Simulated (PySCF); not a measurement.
Ligands exchanged one at a time, Ga H-Cl. Isolated molecules, 0 K electronic values unless said otherwise. Strings in code marks are SMILES.

Computed with M06-2X/def2-TZVP // B3LYP-D3(BJ)/def2-TZVP run with PySCF. 

| species | LUMO (eV) | S1 oscillator strength |
|---|---|---|
| 0 of 3 H replaced by Cl (`[GaH3]`) | -1.26 | – |
| 1 of 3 H replaced by Cl (`[Cl][GaH2]`) | -1.30 | 0.000 |
| 2 of 3 H replaced by Cl (`[Cl][GaH][Cl]`) | -1.23 | … |
| 3 of 3 H replaced by Cl (`[Cl][Ga]([Cl])[Cl]`) | -1.19 | 0.000 |

Task: Complete the blanks.

Result: 
- 2 of 3 H replaced by Cl (`[Cl][GaH][Cl]`), S1 oscillator strength: 0.005
